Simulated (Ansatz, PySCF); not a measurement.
BHO, SMILES [B]O (connectivity only; charge and spin as stated), neutral, multiplicity 1.

Coordinates come from a PBE0-D3(BJ)/def2-TZVPD optimisation. The geometry has at least one imaginary mode, so it is a saddle point at that level.

Two levels are set side by side: PBE/def2-TZVPD (Ansatz, a program for electronic structure) and EOM-CCSD/aug-cc-pVDZ (PySCF). PBE by ΔSCF, the other level by its IP root; same geometry, the bases differ. Differences are taken from unrounded values.

```json
[
 {"quantity": "vertical ionisation energy (eV)", "EOM-CCSD": "9.67"}
]
```

Question: What does PBE give, and how far is it from EOM-CCSD? (Estimate from the structure and the level; the computed values follow.)

Answer: 
```tsv
quantity	PBE	PBE minus EOM-CCSD
vertical ionisation energy (eV)	9.49	-0.18
```

Here PBE gives about what the other level gives.
